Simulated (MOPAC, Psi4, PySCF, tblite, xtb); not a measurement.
Dimer Cl2 ··· H6Si2 (SMILES ClCl and [SiH3][SiH3]) at R = 5.35 Å between the centres of mass, closest contact 2.95 Å (lowest of the rigid-body minima from ten starts at GFN2-xTB). Geometry in Å and degrees:

```
Si
H 1 1.4832
H 1 1.4832 2 108.63
H 1 1.4832 2 108.63 3 -118.00
Si 1 2.3443 2 110.30 3 121.00
H 5 1.4832 1 110.30 2 -60.00
H 5 1.4832 6 108.63 1 -121.00
H 5 1.4832 6 108.63 7 -118.00
Cl 4 2.9541 1 84.37 2 59.55
Cl 9 2.0135 4 156.75 1 -177.34
```

Levels: GFN2-xTB (tblite); SAPT0/jun-cc-pVDZ, frozen core (Psi4); B3LYP/def2-TZVP, counterpoise-corrected (Psi4); B3LYP-D3(BJ)/def2-TZVP, counterpoise-corrected (Psi4); PBE/def2-TZVP, counterpoise-corrected (Psi4); PBE-D3(BJ)/def2-TZVP, counterpoise-corrected (Psi4); HF/aug-cc-pVDZ, counterpoise-corrected (Psi4); MP2/aug-cc-pVDZ = DF-MP2/aug-cc-pVDZ, frozen core, counterpoise-corrected in Psi4; SCS-MP2/aug-cc-pVDZ = DF-SCS-MP2/aug-cc-pVDZ, frozen core, counterpoise-corrected (Psi4); PM3, restricted, heats of formation (MOPAC); AM1, restricted, heats of formation (MOPAC); GFN1-xTB (xtb); RKS-B3LYP/6-31G* = restricted B3LYP/6-31G*, spherical d, no counterpoise correction in PySCF; RKS-LDA (SVWN5)/6-31G* = restricted LDA (SVWN5)/6-31G*, spherical d, no counterpoise correction in PySCF; RKS-BP86/6-31G* = restricted BP86/6-31G*, spherical d, no counterpoise correction run with PySCF; RMP2/3-21G = PySCF with restricted MP2 (frozen core)/3-21G, no counterpoise correction.

Problem. What interaction energy does each level give?

Solution. 
```
method                  E_int / kcal/mol
----------------------  ----------------
GFN1-xTB                           -5.40
RKS-LDA (SVWN5)/6-31G*             -3.37
GFN2-xTB                           -2.02
PM3                                -1.24
PBE-D3(BJ)/def2-TZVP               -0.80
B3LYP-D3(BJ)/def2-TZVP              0.11
AM1                                 0.21
PBE/def2-TZVP                       0.41
RMP2/3-21G                          0.68
MP2/aug-cc-pVDZ                     1.17
RKS-BP86/6-31G*                     1.36
RKS-B3LYP/6-31G*                    1.93
SCS-MP2/aug-cc-pVDZ                 2.05
B3LYP/def2-TZVP                     2.29
SAPT0/jun-cc-pVDZ                   2.42
HF/aug-cc-pVDZ                      4.78
```
